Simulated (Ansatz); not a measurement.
Born–Oppenheimer molecular dynamics of ClFH7NOSi (12 atoms, charge 0, multiplicity 1). It starts from a rough guess of a transition structure, not a stationary point.

All numbers below come from UKS PBE0/STO-3G in Ansatz.

```
ensemble                      : NVE (velocity Verlet)
time step                     : 0.5 fs
steps asked                   : 134
starting velocities drawn for : 100 K
seed                          : 817195
```

First frame:

```xyz
12
Properties=species:S:1:pos:R:3
Si -0.086 0.068 -1.479
F -0.107 -1.616 -0.395
H 1.238 -0.406 -1.815
H -1.483 -0.272 -1.649
Cl -0.067 1.859 -2.536
H 0.252 0.054 1.354
N 0.086 0.998 0.418
H 0.175 -1.549 0.773
O 0.337 -1.077 1.942
H 0.889 1.608 0.401
H -0.735 1.556 0.601
H -0.500 -1.222 2.388
```

Problem. How far do the bonds stretch over the last three quarters of this one trajectory? (Pairs bonded in most of those frames.)

Solution. 
```json
{"bond": "Si1–F2", "mean (Å)": "1.839", "spread (Å)": "0.123", "shortest": "1.66", "longest": "2.00"}
{"bond": "Si1–H3", "mean (Å)": "1.456", "spread (Å)": "0.012", "shortest": "1.44", "longest": "1.48"}
{"bond": "Si1–H4", "mean (Å)": "1.457", "spread (Å)": "0.014", "shortest": "1.43", "longest": "1.48"}
{"bond": "Si1–Cl5", "mean (Å)": "2.238", "spread (Å)": "0.097", "shortest": "2.11", "longest": "2.37"}
{"bond": "Si1–N7", "mean (Å)": "1.881", "spread (Å)": "0.119", "shortest": "1.70", "longest": "2.06"}
{"bond": "H6–O9", "mean (Å)": "1.162", "spread (Å)": "0.049", "shortest": "1.08", "longest": "1.25"}
{"bond": "N7–H10", "mean (Å)": "1.047", "spread (Å)": "0.025", "shortest": "1.01", "longest": "1.09"}
{"bond": "N7–H11", "mean (Å)": "1.048", "spread (Å)": "0.036", "shortest": "1.00", "longest": "1.11"}
{"bond": "H8–O9", "mean (Å)": "1.168", "spread (Å)": "0.074", "shortest": "1.07", "longest": "1.35"}
{"bond": "O9–H12", "mean (Å)": "1.017", "spread (Å)": "0.044", "shortest": "0.95", "longest": "1.08"}
```

Mean temperature of the second half: 701 K. The conserved energy stayed within 0.63 meV per atom of its start (net change -0.55 meV per atom), so the integration is sound. The system heated up, since it started high on the potential surface and ran downhill. A run of 0.067 ps of so small a system gives no equilibrium averages. The orbitals stay closed-shell, which can raise the energy where a bond breaks towards radicals; this wasn't checked here. Limits of this set-up: minimal basis.

Time of the run: 12 min on 1 thread of Intel(R) Xeon(R) Platinum 8259CL CPU @ 2.50GHz (Skylake/Cascade Lake), with other jobs on the host, peak memory 0.17 GiB.
